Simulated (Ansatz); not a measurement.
The cluster Al2N2. Charge 0, multiplicity 5. Geometry PBE0-D4/def2-TZVP; atoms count from 1.

```xyz
4

Al    0.2792    1.4256    0.0984
Al   -0.8598   -0.5733    1.0257
N     0.7973   -0.5508   -0.2057
N    -0.2167   -0.3015   -0.9184
```

At PBE0-D4/def2-TZVP a singlet of charge 0 lies 2.80 eV below the quintet, each at its own geometry. The structure comes from a short search, and lower isomers may exist.

Question: Estimate the Mulliken populations from the PBE0/def2-TZVP orbitals of Ansatz.

Answer: 
```csv
atom,charge (e),spin (α − β)
Al1,0.18,1.20
Al2,0.18,1.20
N3,-0.18,0.80
N4,-0.18,0.80
```
Mulliken values and Mayer orders depend strongly on the basis.

Question: Where does the spin sit?

Answer: Summed by element: Al 2.40, N 1.60, of 4 unpaired in all. Largest on single atoms: Al1 1.20, Al2 1.20, N3 0.80.

Question: And the Mayer bond orders between bonded heavy atoms (over 0.3)?

Answer: Al1–Al2 1.05 (2.48 Å); Al1–N3 0.56 (2.07 Å); Al1–N4 0.56 (2.06 Å); Al2–N3 0.56 (2.06 Å); Al2–N4 0.56 (2.07 Å); N3–N4 1.45 (1.26 Å).
